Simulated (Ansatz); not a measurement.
The first iterations of a band of Cl3H3NOTa + H2 (11 atoms, charge 0, multiplicity 1).

Computed with RKS PBE-D4/def2-SVP in Ansatz 0.2.0.

```yaml
movable_images: 3
climbing_image: yes
spring: 5.0 eV/Å²
optimiser: quadratic models (default)
start_path: through a guess of the saddle point
force_threshold: 0.05 eV/Å
iteration_limit: 60
end_points: relaxed
```

Initial state:

```xyz
11
Properties=species:S:1:pos:R:3
Ta -0.449 0.381 0.015
Cl 1.770 1.198 0.057
N 0.086 -0.560 1.671
H -0.526 -1.200 2.186
H 1.032 -0.526 2.064
Cl -0.191 -0.565 -2.099
O -1.208 2.107 0.104
H -1.469 2.756 0.781
Cl -2.524 -0.695 0.379
H 2.191 -2.501 -0.697
H 2.722 -2.102 -0.308
```

Final state:

```xyz
11
Properties=species:S:1:pos:R:3
Ta -0.681 -0.256 -0.069
Cl 3.133 0.239 0.694
N -0.036 -0.653 1.773
H -0.179 -1.532 2.286
H 0.788 -0.172 2.166
Cl -1.061 -0.422 -2.410
O -0.369 1.582 -0.005
H -0.667 2.505 -0.030
Cl -2.555 -1.587 0.345
H 0.842 -1.001 -0.585
H 2.221 -0.409 -0.012
```

| iteration | highest image above the first end (eV) | largest band force component (eV/Å) |
| --- | --- | --- |
| 1 | 4.305 | 13.255 |
| 2 | 2.179 | 1.406 |
| 3 | 2.024 | 1.625 |
| 4 | 1.865 | 0.592 |
| 5 | 1.719 | 0.435 |
| 6 | 1.657 | 0.839 |
| 7 | 1.617 | 0.522 |
| 8 | 1.584 | 0.437 |
| 9 | 1.566 | 0.205 |
| 10 | 1.554 | 0.300 |
| 11 | 1.547 | 0.211 |
| 12 | 1.531 | 0.205 |
| 13 | 1.513 | 0.172 |
| 14 | 1.498 | 0.201 |
| 15 | 1.490 | 0.161 |
| 16 | 1.484 | 0.186 |
| 17 | 1.481 | 0.152 |
| 18 | 1.478 | 0.121 |
| 19 | 1.475 | 0.113 |

Task: Does the band converge within its limit, and where does its top end?

Result: The run converged. It ended after 57 iterations with the highest image 1.407 eV above the first end. Another band between the same ends (5 images) ends at a top of the same energy, where a vibrational analysis finds 1 clearly imaginary mode. So few images can step over the top or miss a turn of the path. The orbitals stay closed-shell, which can raise the energy where a bond breaks towards radicals; this wasn't checked here.

The run took 6.5 min on 4 threads of Arm Neoverse V2 (shared host), peak memory 0.22 GiB.
